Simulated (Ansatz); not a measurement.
Cartesian coordinates in Å:
```
O -1.163 -1.614 0.402
B -0.428 -0.532 0.109
C 0.849 0.283 0.264
C -0.333 0.773 -0.654
H -0.719 -2.216 1.006
H 1.037 0.869 1.159
H 1.765 -0.005 -0.245
H -0.867 1.658 -0.319
H -0.140 0.784 -1.723
```

Charge 0, multiplicity 1.

(1) List the ωB97M-V/def2-TZVPP orbital energies in eV (Ansatz). (An estimate is asked.)

## Answers

(1) Computed: Occupied: -526.96, -280.83, -280.76, -188.27, -31.87, -24.47, -19.21, -18.37, -15.66, -15.28, -14.44, -13.05, -12.35, -10.51, -9.34. Lowest empty: 1.96, 2.24, 2.87, 3.36, 3.43, 4.99, 5.79, 6.00.
